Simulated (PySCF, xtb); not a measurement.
Acid–base and redox partners of C=C(F)F. Gas-phase values, no solvent. One relaxed conformer stands for each flexible species; it need not be the lowest. Strings in code marks are SMILES.

Quantity: proton affinity at 298 K, in kcal/mol. Enthalpy corrections at 298 K come from GFN2-xTB frequencies (xtb).

Level 1: r2SCAN-D4/def2-TZVP (PySCF)
Level 2: B3LYP/3-21G // r2SCAN-D4/def2-TZVP (PySCF)
Level 3: BP86/6-31G* // r2SCAN-D4/def2-TZVP (PySCF)
Level 4: HF/6-31G* // r2SCAN-D4/def2-TZVP (PySCF)

```
species                          level 2  level 3  level 4
-------------------------------  -------  -------  -------
proton added at C1: `F[C+](F)C`    173.5    183.9    183.0
```

**Question.** What does level 1 give for each?

**Answer.** 
- proton added at C1: `F[C+](F)C`: 179.2
